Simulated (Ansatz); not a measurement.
`OB(S)S` and `OB(O)S` differ in one atom or group.

Ansatz, PBE0-D4/def2-TZVP geometries, multiplicity 1. Each molecule was computed in one conformer, which needn't be the lowest.

```tsv
property	`OB(S)S`
HOMO energy (PBE0/def2-TZVPP) / eV	-7.44
HOMO–LUMO gap (PBE0/def2-TZVPP) / eV	7.35
LUMO energy (PBE/def2-TZVPP) / eV	-1.01
LUMO energy (PBE0/def2-TZVPP) / eV	-0.09
size of the dipole moment (ωB97M-V/def2-TZVPP) / D	0.92
HOMO–LUMO gap (PBE/def2-TZVPP) / eV	5.22
```

(1) What does the change do to each property? (Estimate.)

Results:

(1) The calculation gave: 
```json
{"property": "HOMO energy (PBE0/def2-TZVPP) / eV", "`OB(O)S`": "-7.61", "shift": "-0.17"}
{"property": "HOMO–LUMO gap (PBE0/def2-TZVPP) / eV", "`OB(O)S`": "7.70", "shift": "0.35"}
{"property": "LUMO energy (PBE/def2-TZVPP) / eV", "`OB(O)S`": "-0.80", "shift": "0.21"}
{"property": "LUMO energy (PBE0/def2-TZVPP) / eV", "`OB(O)S`": "0.09", "shift": "0.18"}
{"property": "size of the dipole moment (ωB97M-V/def2-TZVPP) / D", "`OB(O)S`": "2.35", "shift": "1.43"}
{"property": "HOMO–LUMO gap (PBE/def2-TZVPP) / eV", "`OB(O)S`": "5.53", "shift": "0.31"}
```

With PBE0 the HOMO falls by 0.17 eV and the LUMO rises by 0.18 eV, so the gap widens by about 0.35 eV. PBE moves the HOMO by -0.10 eV and ωB97M-V by -0.24 eV. Dipoles are sizes alone; their direction can turn.
